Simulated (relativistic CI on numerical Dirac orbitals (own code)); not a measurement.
## Calculated levels, Mo X

Computed by Dirac-Coulomb-Breit CI, orbitals from a KLI potential per configuration, model QED, valence Slater integrals scaled by 0.9, P86 correlation estimate, and configurations built on the next ion tied to the tabulated ionisation energy (semi-empirical) (own radial code, finite nucleus).

Configurations in the expansion (outside the closed core [Ar] 3d10): 4s2.4p3, 4s2.4p2.4d, 4s2.4p2.5s, 4s2.4p2.5p, 4s2.4p2.5d, 4s2.4p2.6s, 4s2.4p2.4f, 4s2.4p2.5f, 4s.4p4, 4p5, 4s2.4p.4d2, 4s.4p3.4d, 4p3.4d2, 4s.4p3.4f, 4p4.4d, 4s2.4p.4f2, 4s.4p2.4d2, 4s2.4p.4d.5s, 4s2.4p.4d.4f, 4p4.5s, 4p3.4f2, 4s.4p3.5s, 4p4.4f, 4s.4p2.4d.5s. Levels of other configurations are missing.

The lowest level is 4s2.4p3 4S°_3/2, with 82 % of that term; Hund's rules for 4s2.4p3 give 4S° with J = 3/2, in agreement.

```tsv
No.	Configuration	Term	J	E (cm⁻¹)	%	Lifetime (s)	jj configuration (%)
1	4s2.4p3	4S°	3/2	0	82		4p3/2 (60)
2	4s2.4p3	2D°	3/2	26239	72	6.41e-03	4p1/2 4p3/2^2 (66)
3	4s2.4p3	2D°	5/2	34759	98	4.42e-02	4p1/2 4p3/2^2 (98)
4	4s2.4p3	2P°	1/2	54112	97	2.38e-03	4p1/2 4p3/2^2 (97)
5	4s2.4p3	2P°	3/2	69234	71	9.68e-04	4p3/2^3 (89)
6	4s.4p4‡	4P	5/2	225949	88	4.77e-10	4s 4p3/2^2 (77)
7	4s.4p4‡	4P	3/2	240611	88	3.91e-10	4s 4p1/2 4p3/2^3 (70)
8	4s.4p4‡	4P	1/2	245124	85	3.52e-10	4s 4p3/2^2 (39)
9	4s.4p4‡	2D	3/2	276984	76	1.73e-10	4s 4p1/2 4p3/2^3 (47)
10	4s.4p4‡	2D	5/2	281896	79	2.22e-10	4s 4p1/2 4p3/2^3 (71)
11	4s.4p4‡	2S	1/2	314402	52	7.19e-11	4s 4p3/2^2 (44)
12	4s.4p4‡	2P	3/2	317360	54	6.93e-11	4s 4p1/2 4p3/2^3 (44)
13	4s.4p4‡	2P	1/2	340008	33	8.81e-11	4s 4p3/2^4 (45)
14	4s2.4p2.4d	4F	3/2	344284	82	6.11e-10	4p1/2^2 4d3/2 (60)
15	4s2.4p2.4d	4F	5/2	350203	72	7.98e-10	4p1/2^2 4d5/2 (45)
16	4s2.4p2.4d	2F	5/2	359949	69	1.72e-09	4p1/2 4p3/2 4d3/2 (78)
17	4s2.4p2.4d	4F	7/2	360038	81	8.73e-09	4p1/2 4p3/2 4d5/2 (78)
18	4s2.4p2.4d	4D	1/2	364348	92	2.63e-10	4p1/2 4p3/2 4d3/2 (76)
19	4s2.4p2.4d	4D	3/2	365775	82	2.30e-10	4p1/2 4p3/2 4d3/2 (56)
20	4s2.4p2.4d	2F	7/2	365826	48	6.23e-09	4p1/2 4p3/2 4d5/2 (45)
21	4s2.4p2.4d	4F	9/2	369474	86	7.52e-03	4p1/2 4p3/2 4d5/2 (67)
22	4s2.4p2.4d	4D	5/2	373453	57	3.09e-10	4p1/2 4p3/2 4d5/2 (59)
23	4s2.4p2.4d	4D	7/2	388047	42	3.06e-09	4p3/2^2 4d5/2 (74)
24	4s2.4p2.4d	2P	3/2	395751	55	1.37e-11	4p1/2 4p3/2 4d5/2 (47)
25	4s2.4p2.4d	2G	7/2	400710	81	4.86e-10	4p1/2 4p3/2 4d3/2 (30)
26	4s2.4p2.4d	2G	9/2	406408	86	2.21e-03	4p3/2^2 4d5/2 (67)
27	4s2.4p2.4d	4P	5/2	410763	79	8.22e-12	4p1/2 4p3/2 4d5/2 (48)
28	4s2.4p2.4d	2P	1/2	412436	48	1.19e-11	4p1/2 4p3/2 4d3/2 (42)
29	4s2.4p2.4d	4P	3/2	413875	44	1.23e-11	4p1/2 4p3/2 4d5/2 (34)
30	4s2.4p2.4d	2D	3/2	419053	54	1.66e-11	4p1/2 4p3/2 4d5/2 (31)
31	4s2.4p2.4d	4P	1/2	420606	61	8.32e-12	4p3/2^2 4d3/2 (49)
32	4s2.4p2.4d	2D	5/2	433377	83	1.21e-11	4p1/2 4p3/2 4d5/2 (27)
33	4s2.4p2.4d	2D	3/2	440484	72	8.78e-12	4p3/2^2 4d3/2 (49)
34	4s2.4p2.4d	2D	5/2	442292	89	3.43e-11	4p3/2^2 4d5/2 (68)
35	4s2.4p2.4d	2P	1/2	445522	73	1.14e-11	4p1/2 4p3/2 4d5/2 (77)
36	4s2.4p2.4d	2F	5/2	452028	66	6.25e-12	4p1/2 4p3/2 4d3/2 (35)
37	4s2.4p2.4d	2S	1/2	458572	55	1.01e-11	4p3/2^2 4d3/2 (32)
38	4s2.4p2.4d	2P	3/2	461072	79	1.04e-11	4p3/2^2 4d5/2 (62)
39	4s2.4p2.4d	2F	7/2	461513	95	6.19e-12	4p1/2 4p3/2 4d5/2 (49)
40	4s2.4p2.4d	2D	3/2	481845	94	7.45e-12	4p3/2^2 4d3/2 (56)
41	4s2.4p2.4d	2D	5/2	482922	66	6.95e-12	4p3/2^2 4d5/2 (70)
42	4p5‡	2P°	3/2	525744	70	8.19e-11	4p3/2^3 (70)
43	4s.4p3.4d‡	6D°	1/2	542911	97	3.43e-09	4s 4p1/2 4p3/2^2 4d3/2 (49)
44	4s.4p3.4d‡	6D°	3/2	543386	97	3.02e-09	4s 4p1/2 4p3/2^2 4d3/2 (45)
45	4s.4p3.4d‡	6D°	5/2	543949	96	3.72e-09	4s 4p1/2 4p3/2^2 4d3/2 (35)
46	4s.4p3.4d‡	6D°	7/2	544751	95	6.59e-09	4s 4p1/2 4p3/2^2 4d5/2 (25)
47	4s.4p3.4d‡	6D°	9/2	546377	96	1.39e-08	4s 4p1/2 4p3/2^2 4d5/2 (51)
48	4p5‡	2P°	1/2	548634	67	8.48e-11	4p1/2 4p3/2^4 (67)
49	4s.4p3.4d‡	4D°	5/2	579623	73	5.80e-10	4s 4p3/2 4d5/2 (34)
50	4s.4p3.4d‡	4D°	3/2	580601	61	5.09e-10	4s 4p3/2 4d5/2 (30)
51	4s.4p3.4d‡	4D°	7/2	583270	84	1.10e-09	4s 4p1/2 4p3/2^2 4d5/2 (65)
52	4s.4p3.4d‡	4D°	1/2	585888	94	6.89e-10	4s 4p1/2 4p3/2^2 4d5/2 (46)
53	4s.4p3.4d‡	4F°	3/2	589633	62	4.42e-10	4s 4p1/2 4p3/2^2 4d3/2 (58)
54	4s.4p3.4d‡	4F°	5/2	592332	71	4.24e-10	4s 4p1/2 4p3/2^2 4d3/2 (66)
55	4s.4p3.4d‡	4F°	7/2	595956	77	4.48e-10	4s 4p1/2 4p3/2^2 4d3/2 (53)
56	4s.4p3.4d‡	4F°	9/2	601350	81	5.35e-10	4s 4p1/2 4p3/2^2 4d5/2 (63)
57	4s.4p3.4d‡	4G°	5/2	606735	80	3.11e-10	4s 4p3/2 4d3/2 (37)
58	4s.4p3.4d‡	4G°	7/2	608550	74	3.06e-10	4s 4p1/2 4p3/2^2 4d3/2 (31)
59	4s.4p3.4d‡	4G°	9/2	611420	71	3.72e-10	4s 4p1/2 4p3/2^2 4d5/2 (55)
60	4s.4p3.4d‡	2S°	1/2	612030	75	2.37e-10	4s 4p1/2 4p3/2^2 4d5/2 (33)
61	4s.4p3.4d‡	4G°	11/2	615904	93	4.07e-10	4s 4p1/2 4p3/2^2 4d5/2 (93)
62	4s.4p3.4d‡	4D°	1/2	627761	92	8.45e-11	4s 4p3/2 4d3/2 (38)
63	4s.4p3.4d‡	2G°	7/2	628049	77	3.53e-10	4s 4p3/2 4d5/2 (33)
64	4s.4p3.4d‡	2G°	9/2	628281	70	4.08e-10	4s 4p1/2 4p3/2^2 4d3/2 (56)
65	4s.4p3.4d‡	4D°	3/2	632165	73	7.71e-11	4s 4p3/2 4d3/2 (38)
66	4s.4p3.4d‡	4D°	5/2	635423	34	7.26e-11	4s 4p3/2 4d3/2 (35)
67	4s.4p3.4d‡	4P°	3/2	636725	69	7.14e-11	4s 4p3/2 4d5/2 (38)
68	4s2.4p2.5s	4P	1/2	637048	77	2.09e-11	4p1/2^2 5s (85)
69	4s.4p3.4d‡	4P°	1/2	637207	76	1.21e-10	4s 4p1/2 4p3/2^2 4d5/2 (39)
70	4s.4p3.4d‡	4F°	3/2	642773	77	1.48e-10	4s 4p1/2 4p3/2^2 4d3/2 (71)
```

Energies count from the lowest computed level; ° marks odd parity; lifetimes are radiative, by E1, M1, E2, M2, E3 decay to levels of this space only. Filled j subshells are mostly left out of the jj labels. ‡ marks configurations that were not tied to measured data.

The mean weight of the leading LS term, summed over parents, in these 70 levels is 75 %, and that of the leading jj configuration (from the same eigenvectors) 54 %, so LS coupling describes them better.

Configurations that consist of the next ion and one excited electron were tied to the tabulated ionisation energy; Rydberg ones are usually within 1,000 to 3,000 cm⁻¹ and the lowest ones within about 6,000 (9,000 in d shells), while levels on excited terms of the next ion carry the error of that term, and the other configurations can be misplaced by 10,000 cm⁻¹ or more. Rates follow the energies as ν³ (E1, M1) or ν⁵ (E2), so rates, branching and lifetimes can be off by large factors.

LS names give the leading component of a level, which can be under half, so a name can repeat, a term be missing and a line seem to break the LS rules.
